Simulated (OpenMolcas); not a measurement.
**Levels of S+ by method**

```
Program             : OpenMolcas 26.06
Basis               : ANO-R3 [6s5p4d3f1g]
Scalar Hamiltonian  : X2C, finite nucleus
Active space        : 3 electrons in 3 orbitals (3p)
State averaging     : 2S+1 = 4 odd, 1 root; 2S+1 = 2 odd, 8 roots
Spin-orbit coupling : RASSI with atomic mean-field integrals over the reference wave functions, term energies averaged over their components
```

Methods on the same reference wave functions:
A. CASSCF
B. SS-CASPT2, IPEA 0.25 Eh, imaginary shift 0.1 Eh (closed shells correlated: 2s 2p 3s)

Energies in cm⁻¹ above 3s² 3p³ ⁴S°_3/2, the measured ground level; measured values from NIST Handbook of Basic Atomic Spectroscopic Data.

```tsv
Level	A	B	Measured
3s² 3p³ ⁴S°_3/2	0.0	0.0	0.0
3s² 3p³ ²D°_3/2	19239	15080	14853
3s² 3p³ ²D°_5/2	19257	15100	14885
3s² 3p³ ²P°_1/2	31918	25620	24525
3s² 3p³ ²P°_3/2	31942	25650	24572
```

Deviations, from unrounded energies. A percentage is the sum of absolute deviations over the sum of measured energies, with the sign that they share, or ± where signs differ.

```
                        Against measurement  Levels      A     B
             mean absolute deviation (cm-1)       4   5900   650
other terms of the ground configuration (%)       4  +29.8  +3.3
```

B lies closest to measurement on these levels. The largest miss of B in the table is 3s² 3p³ ²P°_1/2, by +1100 cm-1. The ranking rests on the paired levels alone, and a cruder setting can come out closer through cancelling errors.

From A to B the spin-free energies of the other terms of 3s² 3p³ shown, above ⁴S°, scale by factors of 0.78 to 0.80.

The lowest spin-free term lies below A's lowest term by 0.378 hartree in B.

CASPT2 does not keep the components of a term degenerate, so their means are used; among the terms shown or strongly mixed into the levels shown the widest spread is 230 cm-1 (3s² 3p³ ²P°, B). With the s shell closed, the reference lacks s² → p² mixing. Without dynamic correlation excited terms often stand tens of per cent too high (terms of higher spin than the ground term too low), and those without a measured partner can miss by more than the paired ones (holds for A). Computed and measured levels are paired by configuration, term and J; levels that our copy of the source lacks, or whose pairing is in doubt (as where it misses far off the trend of its configuration), stay unpaired and out of the deviations. Levels of configurations outside the active space are missing.

° marks odd parity.
